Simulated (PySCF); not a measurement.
Si(H)(OH)2(tBu), C4H12O2Si, SMILES CC(C)(C)[SiH](O)O, GFN2-xTB optimised geometry.

```
19

Si     0.27     0.31     0.00
O      1.91     0.31     0.00
O     -0.16     1.87     0.00
C     -0.49    -0.49    -1.56
C     -0.02     0.24    -2.82
C     -0.06    -1.96    -1.66
C     -2.01    -0.43    -1.49
H     -0.20    -0.35     1.22
H      2.38    -0.51    -0.10
H      0.42     2.51     0.41
H      1.06     0.22    -2.91
H     -0.45    -0.23    -3.71
H     -0.34     1.28    -2.79
H     -0.36    -2.51    -0.77
H     -0.52    -2.43    -2.52
H      1.02    -2.05    -1.77
H     -2.34     0.60    -1.41
H     -2.38    -0.98    -0.63
H     -2.46    -0.87    -2.39
```

Density from PySCF with PBE0/def2-SVP at that geometry.

Minimum of the electron density along straight lines between bonded atoms, close to the bond critical point (lines longer than 1.1 times the sum of covalent radii, or with two minima, are not listed):

```csv
bond,length / Å,ρ at the minimum / e bohr⁻³,∇²ρ there / e bohr⁻⁵,position (fraction from the first atom)
Si1–O2,1.635,0.127,1.05,0.41
Si1–O3,1.620,0.133,1.11,0.41
Si1–C4,1.912,0.116,0.29,0.38
C4–C5,1.531,0.240,-0.53,0.50
C4–C6,1.531,0.240,-0.53,0.49
C4–C7,1.529,0.240,-0.53,0.50
Si1–H8,1.465,0.119,___,0.49
O2–H9,0.952,0.358,-2.46,0.82
O3–H10,0.954,0.355,-2.46,0.82
C5–H11,1.089,0.276,-1.00,0.62
C5–H12,1.090,0.274,-0.98,0.62
C5–H13,1.087,0.278,-1.02,0.63
C6–H14,1.088,0.276,-1.00,0.62
C6–H15,1.090,0.274,-1.00,0.62
C6–H16,1.089,0.275,-0.99,0.62
C7–H17,1.087,0.278,-1.02,0.63
C7–H18,1.088,0.276,-1.00,0.62
C7–H19,1.090,0.274,-0.99,0.62
```

Q: Some entries are withheld; supply them.

A: 
- Si1–H8, ∇²ρ there / e bohr⁻⁵: 0.32
